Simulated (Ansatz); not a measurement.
Input for Ansatz (an electronic-structure program): U-B2PLYP/def2-TZVPP on PH+, 2S+1 = 2, a spin state set in the input, which need not be the lowest, a point of a bond scan (R = 1.440 Å). Charge +1.

Ansatz 0.2 input:
```yaml
crystal:
  periodic: [false, false, false]
  atoms:
    - {symbol: H, position_ang: [0.00000000, 0.00000000, 0.00000000]}
    - {symbol: P, position_ang: [0.00000000, 0.00000000, 1.43979500]}
basis:
  gaussian:
    orbitals: def2-TZVPP
    pivot_positions_ang: [[0.00000000, 0.00000000, 0.00000000], [0.00000000, 0.00000000, 1.43979500]]
hamiltonian:
  xc: {name: B2PLYP}
total_charge: 1
magnetization: {spin_polarized: true, initial_magnetization: 1}
correlation: {electrons: valence}
output: {orbitals: {seedname: ./end}}
```

The log:

```
WARN ansatz: RAYON_NUM_THREADS=2 ignored (pool sized by the plan → 2); use --threads N
Functional definition: B2PLYP
integrals: 0.01 GiB planned
367 factors; integrals over basis functions are off by at most 2.5e-4 eV
mean field: 0.13 GiB planned
mean field evaluation 1: about -9288.6303 eV, gradient 6.8e0 eV
mean field evaluation 2: about -9288.6303 eV, gradient 6.8e0 eV
mean field evaluation 4: about -9288.8645 eV, gradient 4.7e-1 eV
mean field evaluation 8: about -9288.8669 eV, gradient 7.6e-3 eV
mean field evaluation 16: about -9287.8470 eV, gradient 4.8e0 eV
mean field -9288.86686167 eV, -341.3595609463 hartree, gradient 6.9e-6 eV, S^2 0.758230; 2 other end points of the search recorded, 0 dependent functions left out
5 core orbitals not correlated
reference -9288.86696303 eV, -341.3595646711 hartree; 3, 2 occupied and 48, 49 virtual orbitals, 367 factors
second order -3.08367707 eV of doubles, -0.00000000 eV of singles
Total energy: -9289.69955584 eV, -341.3901618925 hartree
```

Self-consistency was reached.

Cost: roughly 0.8 core-seconds.
